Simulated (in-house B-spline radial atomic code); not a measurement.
A fraction x of an electron is removed from 5p in Cs5+, starting from [Kr] 4d10 5s2 5p2 and keeping the highest spin. Level of theory: scalar-relativistic (X2C) PBEsol, spin-polarised, spherical fractional occupations, Fermi nucleus of rms radius 4.8041 fm; calculated with a B-spline radial code for spherical atoms.

| x | E(x) - E(0) (eV) | 5p up level (eV) |
| --- | --- | --- |
| 0 | 0.0000 | -63.842 |
| 0.08 | 5.1452 | -64.788 |
| 0.24 | 15.6627 | -66.682 |
| 0.27 | 17.6685 | -67.038 |
| 0.48 | 32.0085 | -69.535 |
| 0.5 | 33.4016 | -69.773 |
| 0.6 | 40.4384 | -70.964 |
| 0.74 | 50.4903 | -72.635 |
| 0.81 | 55.6040 | -73.471 |
| 0.89 | 61.5199 | -74.427 |
| 1 | 69.7792 | -75.742 |

The exact functional would give a straight line between the two integer points. Deviations E(x) - E(0) - x[E(1) - E(0)], in eV: -0.437 at x = 0.08, -1.084 at x = 0.24, -1.172 at x = 0.27, -1.486 at x = 0.48, -1.488 at x = 0.5, -1.429 at x = 0.6, -1.146 at x = 0.74, -0.917 at x = 0.81, -0.584 at x = 0.89.

The curve lies below the straight line by up to 1.488 eV (at x = 0.5): convex, the delocalisation error that favours fractional charges.

(1) How well does Slater's transition state (minus the level at half occupation) give the ionisation energy?

Answers

(1) It gives 69.773 eV against 69.779 eV from the two total energies; NIST lists 69.10 eV, ground level to ground level.
